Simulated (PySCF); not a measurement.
Pb(OH)2 (H2O2Pb), SMILES [Pb]([OH])[OH] (connectivity only; charge and spin as stated), neutral, multiplicity 1.

Coordinates come from a B3LYP-D3(BJ)/def2-TZVP optimisation. The def2 effective core potentials stand for the cores of Pb; spin–orbit coupling is left out. One conformer was computed; it need not be the lowest.

These are HF/def2-TZVPD in PySCF values and carry that method's errors.

**Question.** Estimate the frontier levels, gap, dipole moment and polarisability. (The exact figures need the calculation; the answer reports its results.)

**Answer.** 
- highest occupied level: -10.56 eV
- lowest empty level: 0.28 eV
- orbital gap: 10.84 eV
- dipole moment: 4.11 D
- quadrupole, principal values (traceless, Buckingham form, about the centre of nuclear charge): -4.24, -1.77, 6.01 D·Å
- mean static polarisability: 47.5 bohr³ (7.04 Å³)
- polarisability, principal values: 38.4, 51.1, 53.0 bohr³
